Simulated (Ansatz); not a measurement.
Program: Ansatz. Geometries: PBE0-D4/def2-TZVP. ΔE: electronic, gas phase. CBS: MP2 limit from def2 TZ/QZ plus the TZ coupled-cluster correction, frozen cores. DFT in def2-TZVPP. Each species was taken in one conformer, which may not be the lowest.

Consider the formal exchange of groups at a C–C bond: `C=C(F)C(F)F` + `FC1CO1` → `FC(F)[C@H]1O[C@H]1F` + `C=CF`.

(1) Is it downhill or uphill in electronic energy at CCSD(T)/CBS, and by how much? (An estimate is asked.)

(2) What do these levels give: BLYP-D4, r2SCANh-D4, BHLYP-D4, ωB97X-V, PBE-QIDH, BHLYP, MP2/def2-SVP, CCSD/def2-SVP, CCSD(T)/def2-SVP, MP2/def2-TZVPP, SCS-MP2/def2-TZVPP, CCSD/def2-TZVPP? (Estimate.)

Largest T1 diagnostic among the species: 0.012.

Answers

(1) The calculation gave: Downhill: ΔE = -5.7 kJ/mol.

(2) The calculation gave: BLYP-D4 -4.4, r2SCANh-D4 -3.4, BHLYP-D4 -4.5, ωB97X-V -5.2, PBE-QIDH -4.5, BHLYP -4.1, MP2/def2-SVP -7.5, CCSD/def2-SVP -7.6, CCSD(T)/def2-SVP -7.7, MP2/def2-TZVPP -5.4, SCS-MP2/def2-TZVPP -5.4, CCSD/def2-TZVPP -5.7 kJ/mol.

Leaving LDA and LC-ωPBE aside and taking each functional with its dispersion term where it has one, the values, not all of them listed here, spread over 2.0 kJ/mol, from ωB97X-V to B97M-V.
